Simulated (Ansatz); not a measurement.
A structure relaxed at PBE-D4/def2-SVP in Ansatz, charge 0, singlet:

| atom | x (Å) | y (Å) | z (Å) |
| --- | --- | --- | --- |
| Si1 | -0.2283 | -0.4210 | -0.1485 |
| C2 | -1.1104 | -1.9942 | -0.6600 |
| H3 | -0.6425 | -2.8858 | -0.1945 |
| H4 | -1.0771 | -2.1291 | -1.7607 |
| H5 | -2.1765 | -1.9705 | -0.3537 |
| O6 | -0.9973 | 0.9301 | -0.7623 |
| C7 | -2.3033 | 1.3814 | -0.3719 |
| C8 | -2.9786 | 1.9747 | -1.6036 |
| C9 | -2.1745 | 2.3751 | 0.7810 |
| H10 | -2.9104 | 0.5102 | -0.0214 |
| H11 | -2.3900 | 2.8354 | -1.9827 |
| H12 | -4.0021 | 2.3284 | -1.3656 |
| H13 | -3.0460 | 1.2211 | -2.4131 |
| H14 | -1.6640 | 1.8965 | 1.6390 |
| H15 | -1.5725 | 3.2505 | 0.4616 |
| H16 | -3.1707 | 2.7348 | 1.1107 |
| O17 | 1.3485 | -0.4059 | -0.6999 |
| C18 | 1.7552 | -0.3775 | -2.0757 |
| C19 | 3.0771 | -1.1314 | -2.1836 |
| C20 | 1.8496 | 1.0710 | -2.5556 |
| H21 | 0.9944 | -0.9089 | -2.7006 |
| H22 | 3.8495 | -0.6327 | -1.5621 |
| H23 | 3.4353 | -1.1593 | -3.2325 |
| H24 | 2.9638 | -2.1730 | -1.8220 |
| H25 | 0.8723 | 1.5778 | -2.4363 |
| H26 | 2.6012 | 1.6210 | -1.9522 |
| H27 | 2.1515 | 1.1181 | -3.6221 |
| O28 | -0.1906 | -0.2595 | 1.5136 |
| C29 | 0.4618 | -1.1472 | 2.4323 |
| C30 | -0.3336 | -1.1325 | 3.7339 |
| C31 | 1.9193 | -0.7214 | 2.6143 |
| H32 | 0.4451 | -2.1877 | 2.0210 |
| H33 | -0.3435 | -0.1080 | 4.1610 |
| H34 | 0.1125 | -1.8198 | 4.4810 |
| H35 | -1.3834 | -1.4404 | 3.5543 |
| H36 | 2.4451 | -0.7267 | 1.6396 |
| H37 | 1.9638 | 0.3088 | 3.0251 |
| H38 | 2.4486 | -1.4022 | 3.3123 |

(1) Give its formula, name or SMILES.

(2) Summarise the bond lengths by kind (pairs closer than 1.2 times the sum of covalent radii, bridged metal pairs left out).

Answers

(1) SiMe(OiPr)3 (C₁₀H₂₄O₃Si).

(2) 6 × C–C 1.52 to 1.53 Å; 3 × O–Si 1.67 Å; 3 × C–O 1.43 to 1.44 Å; 1 × C–Si 1.87 Å; 24 × C–H 1.11 to 1.12 Å.
